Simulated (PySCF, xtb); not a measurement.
B(AsH2)2(F) (As₂BFH₄), SMILES FB([AsH2])[AsH2].

Harmonic wavenumbers (cm⁻¹) from GFN2-xTB (xtb) at its own minimum, in rising order: 100, 107, 148, 230, 262, 299, 564, 608, 694, 700, 750, 995, 1002, 1163, 1861, 1874, 1897, 1899.

Q: What does PBE-D3(BJ)/def2-SVP (PySCF) give at its own minimum? (An estimate is asked for; the answer gives what the named calculation found.)

A: 110, 129, 161, 236, 312, 317, 513, 570, 655, 656, 807, 952, 958, 1254, 2134, 2137, 2157, 2162. Paired by order, the mean absolute difference is 88 cm⁻¹ and the zero-point energies are 21.7 and 23.2 kcal/mol.
